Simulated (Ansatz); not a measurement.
Basis-set extrapolation for H₈N₂OSi₂, SMILES `N[SiH](N)O[SiH3]` (PBE0-D4/def2-TZVP geometry, frozen core, the Gaussian-basis code of Ansatz). Multiplicity 1, RHF reference.

```tsv
	def2-TZVPP	def2-QZVPP
HF	-766.570516	-766.599525
MP2 correlation	-0.911100	-0.980722
CCSD(T) correlation	-0.991030	not run
```

Energies in hartree. Use E(X) = E(∞) + A·exp(−7.88·√X) for Hartree–Fock and E(X) = E(∞) + B·X^(−2.97) for correlation, with X = 3 and 4, and add CCSD(T) minus MP2 of the smaller set to the MP2 limit.

Problem. What is the CCSD(T) energy at the basis-set limit?

Solution. HF limit: -766.599525 + (-0.029009) × 0.13774 = -766.60352. MP2 limit: -0.980722 + (-0.069622) × 0.74074 = -1.03229. Higher-order term: -0.991030 − (-0.911100) = -0.07993. Total: -767.71574 hartree, 96.8 kcal/mol below CCSD(T)/def2-TZVPP.
